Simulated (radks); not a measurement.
Problem. The mean radii <r> (bohr) of the occupied orbitals of an atom or ion are listed with their occupations. All-electron calculation, Dirac Kohn-Sham, B86b exchange with PBE correlation, spin-unpolarised, spherical densities, point nucleus. Program: a radial shooting solver on a logarithmic mesh with Libxc functionals.

| orbital | occ. | <r> |
|---|---|---|
| 1s1/2 | 2 | 0.03039 |
| 2s1/2 | 2 | 0.1313 |
| 2p1/2 | 2 | 0.1112 |
| 2p3/2 | 4 | 0.1164 |
| 3s1/2 | 2 | 0.3580 |
| 3p1/2 | 2 | 0.3494 |
| 3p3/2 | 4 | 0.3604 |
| 3d3/2 | 4 | 0.3326 |
| 3d5/2 | 6 | 0.3362 |
| 4s1/2 | 2 | 0.8791 |
| 4p1/2 | 2 | 0.9392 |
| 4p3/2 | 4 | 0.9702 |
| 4d3/2 | 4 | 1.277 |
| 4d5/2 | 6 | 1.298 |
| 5s1/2 | 2 | 2.895 |

Name the element and its charge. Open shells, if any, fill j = l - 1/2 first.

Solution. Z = 48, cadmium, charge 0: Cd in [Kr] 4d10 5s2. The 1s radius gives Z: for a bare nucleus <r> = (2 gamma + 1)/(2Z) with gamma = sqrt(1 - (Z/c)^2), 0.02993 bohr for Z = 48, and screening makes it slightly larger (0.03039 here). The occupations add up to 48, and the charge is Z minus that.
